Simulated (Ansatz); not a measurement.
CH6OSe, singlet: a pair in one relaxed arrangement.

in.yaml

```yaml
crystal:
  periodic: [false, false, false]
  atoms:
    - {symbol: C, position_ang: [-0.275904, 0.331221, -1.644748]}
    - {symbol: O, position_ang: [-0.942284, -0.329515, -0.598371]}
    - {symbol: H, position_ang: [-0.898725, 0.242685, -2.536383]}
    - {symbol: H, position_ang: [0.701721, -0.115903, -1.868902]}
    - {symbol: H, position_ang: [-0.127633, 1.399801, -1.439946]}
    - {symbol: H, position_ang: [-0.398606, -0.255710, 0.195875]}
    - {symbol: Se, position_ang: [1.100701, -0.038874, 2.293970]}
    - {symbol: H, position_ang: [0.944447, -1.480686, 2.516816]}
    - {symbol: H, position_ang: [-0.103517, 0.247081, 3.081789]}
basis:
  gaussian: {orbitals: "def2-TZVPPD.json"}
hamiltonian: {xc: {name: wB97X-V}}
```

The basis file named in the input lies beside it (Basis Set Exchange, JSON).

Command:

```bash
ansatz run in.yaml --threads 4 --pin off --events-out ev --progress --plain --max-ram 9574MiB
```

The run's output (Ansatz 0.2.0):

```
Functional definition: wB97X-V
  name "wB97X-V"
  cite "Mardirossian & Head-Gordon, Phys. Chem. Chem. Phys. 16, 9904 (2014) doi:10.1039/C3CP54374A"
  cite "Becke, J. Chem. Phys. 107, 8554 (1997) doi:10.1063/1.475007"
  cite "Vydrov & Van Voorhis, J. Chem. Phys. 133, 244103 (2010) doi:10.1063/1.3521275"
  parameter omega = 0.3/bohr
  parameter cx = 0.167
  parameter cx1 = 0.603
  parameter cx2 = 1.194
  parameter css0 = 0.556
  parameter css1 = -0.257
  parameter cos0 = 1.219
  parameter cos1 = -1.850
  parameter b = 6.0
  parameter c = 0.01
  exchange = spin_sum(e_x_unif_sr(omega)*poly(b97_u_x, 1 - cx, cx1, cx2)) + cx*exact_x_sr(omega) + exact_x_lr(omega)
  correlation = spin_sum(e_c_pw_same_spin*poly(b97_u_same, css0, css1))
      + integral(e_c_pw_opposite_spin*poly(b97_u_opposite, cos0, cos1)) + vv10(b, c)
1149 factors; their error is unknown
334 factors; integrals over basis functions are off by at most 4.1e-5 eV
mean field evaluation 1: about -68522.0764 eV, gradient 4.2e1 eV
mean field evaluation 2: about -68522.4645 eV, gradient 4.3e1 eV
mean field evaluation 4: about -68525.3435 eV, gradient 1.5e0 eV
mean field evaluation 8: about -68525.5344 eV, gradient 5.2e-1 eV
mean field evaluation 16: about -68525.5347 eV, gradient 4.1e-5 eV
mean field -68525.53465576 eV, -2518.2669503235 hartree, gradient 4.1e-5 eV, S^2 0.000000; 0 other end points of the search recorded, 0 dependent functions left out
reference -68525.53465284 eV, -2518.2669502163 hartree; 27, 27 occupied and 209, 209 virtual orbitals, 1149 factors
Total energy: -68525.53465284 eV, -2518.2669502163 hartree
```

The lines “mean field evaluation” count trial sets of orbitals through the whole run, from several starts and some on an approximate energy, so they need not fall steadily or lie above the final value.

Hardware: 4 CPU threads of an Arm Neoverse N1, shared host. Wall time about 10 s.
